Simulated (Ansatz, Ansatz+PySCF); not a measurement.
```xyz
2

P     0.0000    0.0000    0.0000
O     0.0000    0.0000    1.4022
```

Basis set: def2-SVP (spherical functions). Left uncorrelated: 6 orbitals. Correlation on ROHF uses semicanonical orbitals with singles. Charge 0, multiplicity 2.

Computed with Ansatz (development build ahead of 0.2.0); each method stands on the lowest determinant of its kind that the runs found.

Problem. Give the atomization energy at this shape (free ground-state atoms in the same class of orbitals less the molecule, no zero-point energy) of doublet PO by ROHF-CCSD(T), ROHF-MP2, UHF-MP2, ROHF.

Solution.

```csv
method,atomization energy
ROHF-CCSD(T),442.1 kJ/mol
ROHF-MP2,479.8 kJ/mol
UHF-MP2,475.6 kJ/mol
ROHF,186.7 kJ/mol
```

Caution: the shape is not the minimum.
